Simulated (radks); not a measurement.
Values are calculated unless marked as measured or tabulated.
Valence configurations of C (all share [He]). Code: a radial shooting solver on a logarithmic mesh with Libxc functionals. Model: scalar-relativistic Kohn-Sham, BLYP, spin-polarised, spherical densities, finite nucleus; open shells are filled with parallel spins first; Fermi nuclear charge, rms radius 2.4702 fm. Energies are relative to 2s2 2p2; eigenvalues in eV for spin up.

valence      E (eV)  moment (Bohr magnetons)   e(2p)    e(2s)
2s2 2p2       0.000                        2  -5.919  -14.385
2s1.5 2p2.5   2.690                        3  -6.255  -14.789
2s1 2p3       4.674                        4  -6.491  -15.087
2s0.5 2p3.5  10.968                        3  -6.822  -15.400
2p4          16.693                        2  -6.883        -

NIST lists [He] 2s2 2p2 as the ground configuration; this level of theory agrees among the configurations tried. The energies are those of spherical high-spin densities, not of single terms.
